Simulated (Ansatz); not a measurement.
Species: LuF3 (charge 0, triplet). The spin state was set by rule; other spins were not relaxed. 
Coordinates optimised at B3LYP-D3(BJ)/def2-TZVP (Ansatz, a program for electronic structure):
```
Lu
F 1 2.0447
F 1 2.0447 2 119.56
F 1 2.0451 2 120.22 3 180.00
```
Charge 0, spin multiplicity 3.

Total electronic energies in hartree. Cores are frozen in the correlated levels unless marked. Open shells are spin-unrestricted. No spin-orbit coupling. The frozen core is the preceding noble-gas configuration, with the filled d and f shells of earlier blocks. In def2 rows, elements after Kr have scalar-relativistic effective core potentials. 

The Hartree-Fock reference is unstable (checked in the largest basis), which strains HF and MP2. 

```
level                          program  energy (Eh)
----------------------  --------------  -----------
revPBE-D4/def2-TZVP     Ansatz + dftd4  -1536.26965
r2SCAN/def2-TZVP                Ansatz            …
PBE0/def2-QZVPP                 Ansatz            …
BHLYP-D4/def2-TZVP      Ansatz + dftd4            …
HSE06-D3(BJ)/def2-TZVP  Ansatz + dftd3  -1535.56846
HSE06-D4/def2-TZVP      Ansatz + dftd4  -1535.56854
B2PLYP/def2-TZVP                Ansatz  -1534.35977
RPA@PBE/def2-QZVPP              Ansatz  -1532.12422
```

Fill in the missing entries.


- r2SCAN/def2-TZVP, energy (Eh): -1535.24632
- PBE0/def2-QZVPP, energy (Eh): -1535.59112
- BHLYP-D4/def2-TZVP, energy (Eh): -1535.00520
